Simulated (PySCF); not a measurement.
FIn, charge +1, doublet (typed; the unrestricted solution is spin-contaminated), at a GFN2-xTB geometry (such geometries of metal compounds can be far from the true shape) (a state made from the parent by changing its charge; the spin is typed, not shown lowest) (all electrons, no relativity). Base run: PySCF with HF/STO-3G.

PySCF was given this input:
```python
from pyscf import gto, scf

mol = gto.M(
    atom='''
In   -0.00000000   -0.00000000   -0.35495561
F     0.00000000    0.00000000    1.93253608
''',
    basis='sto-3g',
    charge=1,
    spin=1,
    verbose=4,
)

mf = scf.UHF(mol)
mf.kernel()
```

The base run was repeated with changes; each row names its change, and settings that it needs were set with it.

```csv
change,basis functions,E (Eh),HOMO (eV)
base,32,-5780.72175,-13.52
basis = ANO-RCC-VDZP; relativity = none,57,-5687.07965,-17.06
basis = ANO-RCC-VDZP; relativity = spin-free X2C; nucleus = Gaussian (with nucmod='G'),57,-5977.34434,-17.40
basis = x2c-SVPall; relativity = spin-free X2C; nucleus = Gaussian (with nucmod='G'),50,-5976.78323,-17.33
basis = jorge-DZP-DKH; relativity = spin-free X2C,63,-5972.45138,-18.39
basis = x2c-SVPall; relativity = none,50,-5720.82529,-16.96
basis = x2c-SVPall; relativity = spin-free X2C,50,-5976.89351,-17.33
basis = ANO-RCC-VDZP; relativity = spin-free X2C,57,-5977.49060,-17.40
basis = jorge-DZP-DKH; relativity = none,63,-5778.57479,-17.50
basis = jorge-DZP-DKH; relativity = spin-free X2C; nucleus = Gaussian (with nucmod='G'),63,-5972.32643,-18.39
```

Absolute energies of different levels of theory aren't comparable as measures of quality.

Open shells are given as the SCF converged; they aren't shown to be the lowest states, and a large step between rows can be another state.

Basis sets contracted for a relativistic Hamiltonian are a mismatch without it, so the rows without relativity aren't non-relativistic limits. No row has spin-orbit coupling; sets with core potentials leave out the core electrons.
